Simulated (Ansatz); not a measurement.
Li2Te⁺: single points at one geometry.

```yaml
crystal:
  periodic: [false, false, false]
  atoms:
    - {symbol: Li, position_ang: [1.508922, -1.184434, -0.117849]}
    - {symbol: Li, position_ang: [-1.652735, 0.450323, 0.871377]}
    - {symbol: Te, position_ang: [0.143812, 0.734110, -0.753528]}
basis:
  gaussian: {orbitals: def2-TZVP, initial_orbitals: start.molden}
total_charge: 1
magnetization: {spin_polarized: true, initial_magnetization: 1}
hamiltonian: {xc: r2scan, dispersion: d4}
scf: {omitted_lower_state_checks: [starts]}
output: {orbitals: {seedname: orbitals}}
```

The file start.molden holds the orbitals of an earlier run on this structure, at another level or in another basis.

```sh
$ ansatz run in.yaml --threads 4 --pin off --events-out ev --progress --plain --max-ram 3916MiB
```

Output, abridged:

```
Functional definition: r2SCAN
644 factors; their error is unknown
mean field evaluation 1: about -7701.1727 eV, gradient 3.1e0 eV
mean field evaluation 2: about -7701.1926 eV, gradient 2.6e-2 eV
mean field evaluation 4: about -7701.0650 eV, gradient 1.7e-4 eV
mean field evaluation 8: about -7701.0650 eV, gradient 2.3e-5 eV
mean field -7701.06503536 eV, -283.0089200803 hartree, gradient 2.3e-5 eV, S^2 0.754979; 0 other end points of the search recorded, 0 dependent functions left out
reference -7701.06505981 eV, -283.0089209787 hartree; 15, 14 occupied and 63, 64 virtual orbitals, 644 factors
Total energy: -7701.07146050 eV, -283.0091561997 hartree
Checks for a lower state left out: starts
```

It took 1.6 s on 4 threads of Arm Neoverse V2 on a shared host.

The first input with `gaussian: {orbitals: def2-TZVP}`, `hamiltonian: {xc: pbe0, dispersion: d4}` and without the key `scf` (abridged; 0.85 s):

```
Functional definition: PBE0
mean field evaluation 16: about -7697.7143 eV, gradient 3.1e-5 eV
mean field -7697.71432952 eV, -282.8857839116 hartree, gradient 1.2e-5 eV, S^2 0.753559; 2 other end points of the search recorded, 0 dependent functions left out
Total energy: -7697.74523790 eV, -282.8869197737 hartree
```

First input, but with `gaussian: {orbitals: def2-TZVPP, initial_orbitals: start.molden}`, `correlation: {method: ccsd_t}`, `scf: {omitted_lower_state_checks: [starts, cluster_reference]}` and without the key `hamiltonian` (abridged; 2.5 s):

```
Functional definition: HF
mean field -7668.11803458 eV, -281.7981401338 hartree, gradient 4.8e-6 eV, S^2 0.760516
4 core orbitals not correlated: weight in the atoms' cores, before any rotation towards them, 1.000 or more for the frozen orbitals, at most 0.000 for the correlated occupied ones
second order -13.69309577 eV of doubles, -0.00000000 eV of singles
cycle   1  -13.15547479 eV  change    5.4e-1 eV  update   6.1e-2
cycle   2  -13.44383230 eV  change   -2.9e-1 eV  update   1.6e-2
cycle   3  -13.45898131 eV  change   -1.5e-2 eV  update   6.1e-3
cycle   4  -13.45465414 eV  change    4.3e-3 eV  update   1.6e-3
cycle   5  -13.45481710 eV  change   -1.6e-4 eV  update   6.3e-4
cycle   6  -13.45521626 eV  change   -4.0e-4 eV  update   2.3e-4
cycle   7  -13.45514317 eV  change    7.3e-5 eV  update   8.9e-5
cycle   8  -13.45512441 eV  change    1.9e-5 eV  update   3.5e-5
cycle   9  -13.45513504 eV  change   -1.1e-5 eV  update   1.2e-5
perturbative correction -0.23364079 eV, -0.0085861408 hartree
Total energy: -7681.80681041 eV, -282.3011933671 hartree
Checks for a lower state left out: starts, cluster_reference
```

As the first input, with `hamiltonian: {xc: pbe, dispersion: d4}` (abridged; 0.65 s):

```
Functional definition: PBE
mean field -7696.84609173 eV, -282.8538767614 hartree, gradient 1.2e-5 eV, S^2 0.752478
Total energy: -7696.88249457 eV, -282.8552145413 hartree
Checks for a lower state left out: starts
```

Geometry: PBE-D4/def2-TZVP, that of the neutral singlet.

In the def2 sets Te takes a core potential; there is no spin–orbit coupling. Correlated methods freeze 4 core orbitals; core or outer-core shells of Li, Te are correlated, in sets that lack core-valence functions. The structure comes from a short search, and lower isomers may exist.
